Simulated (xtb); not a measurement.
C₄H₃O, doublet, geometry from GFN2-xTB. Base run: xtb with GFN2-xTB.

The xtb input:
```
$ xtb mol.xyz --gfn 2 --uhf 1 --json

# file mol.xyz
8

O      0.00320980     0.03712410     1.10077705
C     -0.00470459     1.13278412     0.30613156
C      0.00607725    -1.03890390     0.29073263
C     -0.00668530     0.73246643    -0.98335742
C      0.00019942    -0.67268721    -1.02298200
H     -0.00805670     2.09460371     0.77436666
H      0.01233026    -2.00397519     0.75783522
H      0.00072736    -1.30957797    -1.88156691
```

Variants of this job, named by their change:

```tsv
change	ΔE vs base (kcal/mol)	dipole (D)	G_solv (kcal/mol)	SCF cycles
base	0.000	0.53	-	11
gbsa = chcl3	-3.45	0.60	-3.53	11
alpb = benzene	-3.41	0.56	-3.41	11
acc = 0.0001	0.000	0.53	-	17
etemp = 1000	-0.006	0.53	-	11
alpb = methanol	-3.68	0.61	-3.82	11
```

ALPB and GBSA are two models with their own fitted parameters for each solvent, which aren't always the measured dielectric constant.
